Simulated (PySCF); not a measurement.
## Heteronuclear NMR

Structure with atom numbers: `[CH2:1]=[CH:2][c:3]1[n:4][c:5]([O:6][SiH3:7])[n:8][o:9]1`. Hydrogens are named by the atom that carries them. Ha(C1) is cis to C3; Hb(C1) is trans to C3.

[PySCF: σ from GIAO-PBE0/pcSseg-1; geometry from GFN2-xTB; one computed conformer; isolated molecule; no relativistic terms; averaged over atoms made equivalent by symmetry, fast rotation or ring inversion]

Question: Where does ²⁹Si resonate?

Answer: 
| atoms | environment | σ (ppm) | δ (ppm) |
| --- | --- | --- | --- |
| Si7 | silicon bonded to O, 3 H | 382.7 | -34.6 |

Shieldings were converted by a linear fit to measured shifts: ²⁹Si: δ = 279.94 − 0.822σ (rms 8.9 ppm, 72 shifts, 25.8 ppm with the 6 outliers that the fit left out vs TMS, solution or neat liquid). A few per cent of atoms miss by over 2 rms, more outside the fitted compound classes.

On a 500 MHz spectrometer ²⁹Si resonates near 99.3 MHz, so 1 ppm is 99.3 Hz.

Question: Predict the ¹⁵N NMR data.

Answer: 
| atoms | environment | σ (ppm) | δ (ppm) |
| --- | --- | --- | --- |
| N8 | pyridine-type nitrogen of an azole | -90.2 | -65.0 |
| N4 | pyridine-type nitrogen of an azole | 15.8 | -162.6 |

Shieldings were converted by a linear fit to measured shifts: ¹⁵N: δ = -148.07 − 0.921σ (rms 6.3 ppm, 71 shifts vs CH3NO2, solution or neat liquid). A few per cent of atoms miss by over 2 rms, more outside the fitted compound classes.

On a 400 MHz spectrometer ¹⁵N resonates near 40.5 MHz, so 1 ppm is 40.5 Hz.

Question: What are the ¹⁷O shifts?

Answer: 
| atoms | environment | σ (ppm) | δ (ppm) |
| --- | --- | --- | --- |
| O9 | aromatic ring oxygen | -55.3 | 317.1 |
| O6 | oxygen bonded to C, Si | 255.5 | 33.9 |

Shieldings were converted by a linear fit to measured shifts: ¹⁷O (scatter 10.7 ppm rms, 12.2 ppm with the 3 outliers that the fit left out vs liquid water, solution or neat liquid). A few per cent of atoms miss by over 2 rms, more outside the fitted compound classes.

On a 600 MHz spectrometer ¹⁷O resonates near 81.3 MHz, so 1 ppm is 81.3 Hz.
